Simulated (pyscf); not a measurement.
# Routes from `[AsH2][SiH2][AsH2]`

Candidate steps break at most two bonds and form at most two. Each was searched with GFN2-xTB (tblite) first. Optimised with ωB97X-D3(BJ)/def2-SVP in PySCF. Energies: ωB97M-D3(BJ)/def2-TZVP, kcal/mol, from the reactant's lowest minimum found, singlet surface; ΔG‡ with ideal gas, 1 atm, RRHO with modes under 100 cm⁻¹ raised to 100, one conformer, R ln 2 for chiral ones without a mode under 150 cm⁻¹.

```csv
products,type,ΔE‡,ΔE,ΔG‡ 298 K,ΔG‡ 900 K,ν‡ (cm⁻¹)
:HSi–AsH₂ [singlet] + AsH₃,"1,1-elimination",51.5,+54.8,–,–,406i
H₂Si=AsH + AsH₃,elimination,61.5,+38.0,59.7,60.6,1224i
```

A dash marks a saddle under its separated products, where this table gives no free-energy barrier. Row 1: On the product side the descent ends in an adduct with a As–Si, H–Si contact, 7.8 kcal/mol under the separated species and 0.3 kcal/mol under the saddle at ωB97X-D3(BJ)/def2-TZVP. 

Plain bond fissions and candidates not yet searched are not listed, and one of them may be faster. Each barrier is that of the saddle found; lower ones may exist. Elements up to Kr have no core potential and no relativistic terms here.
